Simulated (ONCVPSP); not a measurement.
## Cutoff test, Au, ONCV

- Element: Au
- Generator: ONCVPSP 4.0.1
- Type: optimised norm-conserving Vanderbilt (ONCV)
- Functional: PBE
- Relativity: fully relativistic
- Frozen core: [Xe] 4f14
- Valence charge: 11
- Reference configuration: 5d10 6p1
- Partial waves: s scattering state at 0.46 Ha: rc 2.20 bohr, ncon 4, nbas 8, qcut 2.4 1/bohr, local; 6p: rc 2.40 bohr, ncon 5, nbas 9, qcut 3.5 1/bohr, 2 projectors, debl 3.2 Ha; 5d: rc 2.35 bohr, ncon 4, nbas 9, qcut 5.8 1/bohr, 2 projectors, debl 2.3 Ha
- Local potential: the s channel
- Core correction: Teter function, fcfact 4.5, rcfact 1.5

Open shells are filled in proportion to 2j + 1.

In the s channel the program set the typed energies aside and used 0.050 Ha.

Q: For each optimised wave give the share of its norm inside rc, the residual kinetic energy above qcut (Ha) and the cutoffs (Ha) for errors of 10, 1, 0.1 and 0.01 mHa per electron.

A:

```
               wave  norm inside rc  residual KE  10 mHa  1 mHa  0.1 mHa  0.01 mHa
      s projector 1           0.064      3.7e-03     1.9    7.0     30.2      36.8
           6p j=3/2           0.082      9.7e-04     0.6    5.9     39.2      46.1
p projector 2 j=3/2           0.157      1.5e-01    50.2   58.4     64.0      77.8
           6p j=1/2           0.151      8.2e-05     0.9    3.8      5.9      40.0
p projector 2 j=1/2           0.173      5.0e-02    11.3   50.8     58.9      64.6
           5d j=5/2           0.859      3.1e-05    11.3   13.8     16.1      31.4
d projector 2 j=5/2           0.235      2.2e-04    12.7   15.4     20.4      62.9
           5d j=3/2           0.885      4.1e-05    11.6   14.0     16.4      38.4
d projector 2 j=3/2           0.245      3.0e-04    12.9   15.7     22.9      65.6
```

The occupied waves need 14 Ha and 39 Ha for 1 and 0.1 mHa. The cutoffs count occupied waves only; projector 2 of the p channel, the hardest unoccupied one, needs 58 Ha at the loose tolerance.
